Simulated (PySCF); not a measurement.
An unknown is described by computed data only.

Elements present: C, Cl, H, O and Si. Monoisotopic mass: 162.0268 u.

| Quantity | Value |
| --- | --- |
| Polarisability | 112.4 au [CAM-B3LYP/def2-SVPD] |
| 13C NMR | chemical shifts (computed TMS as zero) by class: 188.0 (1 C), 50.4 (1 C), 34.9 (2 C), 27.8 (1 C), 4.6 (1 C) ppm [GIAO PBE0/pcSseg-1] |
| Rotational structure | rotational constants A, B, C: 2.511, 0.601, 0.574 GHz [PBE0-D3(BJ)/def2-SVP] |
| 1H NMR | chemical shifts (computed TMS as zero) by class: 3.94 (3 H), 2.85 (2 H), 1.60 (2 H), 1.54 (1 H), 1.51 (3 H) ppm [GIAO PBE0/pcSseg-1] |
| Valence photoelectron | vertical ionisation energy: 10.28 eV [ΔSCF CAM-B3LYP/def2-SVPD] |
| XPS | Si2p3/2 106.7, Cl2p3/2 205.8, C1s 290.4, C1s 290.9 (×2), C1s 291.1, C1s 291.4, C1s 294.6, O1s 538.5, Si1s 1846.5, Cl1s 2828.4 eV [ΔSCF SCAN, pcX-2 on the ionised atom, pcseg-1 elsewhere, spin-free X2C, 2p3/2 from a spin–orbit splitting computed afterwards within the 2p shell] |

Electronic properties: PySCF, gas phase, density fitting. Levels stand in brackets. Geometry: PBE0-D3(BJ)/def2-SVP, one conformer, isolated molecule. NMR classes are plain means over equivalent atoms (diastereotopic ones count apart unless rotation or inversion swaps them), as if these changed places fast.

Problem. Which formula fits the mass and the elements?

Solution. C6H11ClOSi (calculated 162.0268). No other formula that holds each of these elements comes within 0.0003 u with a fitting electron parity and a possible valence count.

Problem. Propose a structure and show how it fits.

Solution. Numbering: `[CH3:1][C@:2]1([C:3](=[O:4])[Cl:5])[CH2:6][C@H:7]([SiH3:8])[CH2:9]1`. Its formula, C6H11ClOSi, gives 2 degrees of unsaturation: 1 ring and 1 π bond in the structure found. 6 carbons fall into 5 classes; from least to most shielded: acyl halide carbon [C3] (188.0 ppm), sp3 carbon next to a carbonyl [C2] (50.4 ppm), four-membered-ring carbon [C6/C9] (34.9 ppm, 2 C, up to 4.6 ppm apart in this geometry), methyl carbon [C1] (27.8 ppm), ring sp3 carbon bound to silicon [C7] (4.6 ppm). Hydrogen classes from least to most shielded: 3 H on an SiH3 silicon, Si8 (3.94 ppm), 2 H on 2 four-membered-ring carbons, C6/C9 (2.85 ppm), 2 H on 2 four-membered-ring carbons, C6/C9 (1.60 ppm), 1 H on an sp3 carbon bound to silicon, C7 (1.54 ppm), 3 H on a methyl carbon, C1 (1.51 ppm, a mean of values up to 0.6 ppm apart in this geometry). The core levels belong to: Si2p3/2 106.7 eV, SiH3 silicon [Si8]; Cl2p3/2 205.8 eV, chlorine bonded to C [Cl5]; C1s 290.4 eV, sp3 carbon bound to silicon [C7]; C1s 290.9 eV, four-membered-ring carbon [C6/C9]; C1s 291.1 eV, methyl carbon [C1]; C1s 291.4 eV, sp3 carbon next to a carbonyl [C2]; C1s 294.6 eV, acyl halide carbon [C3]; O1s 538.5 eV, carbonyl oxygen [O4]; Si1s 1846.5 eV, SiH3 silicon [Si8]; Cl1s 2828.4 eV, chlorine bonded to C [Cl5]. One atom of each topological class was ionised and stands for its class. The first electron is taken from the HOMO, whose largest Löwdin shares are 0.20 on the carbonyl oxygen, 0.15 on the sp3 carbon bound to silicon, 0.13 on the chlorine bonded to C and 0.10 on the SiH3 silicon. The optimised geometry has point group C1 and is an asymmetric top. Structure: `C[C@]1(C(=O)Cl)C[C@H]([SiH3])C1`. Computed isomers that give other values at the same levels: `C=CC[C@@H]1[SiH2]OC[C@H]1Cl` (vertical ionisation energy: 9.87 eV); `C=CC[C@@H]1[SiH2]OC[C@@H]1Cl` (vertical ionisation energy: 9.76 eV); `[SiH3]O[C@@H]1C[C@]2(Cl)C[C@H]1C2` (static isotropic polarisability: 108.6 au). The assignments are read from this structure; whether some other isomer fits the data as well wasn't checked.

Conformer computed: `[CH3:1][C@:2]1([C:3](=[O:4])[Cl:5])[CH2:6][C@H:7]([SiH3:8])[CH2:9]1`: C1–C2–C3–O4 117°.
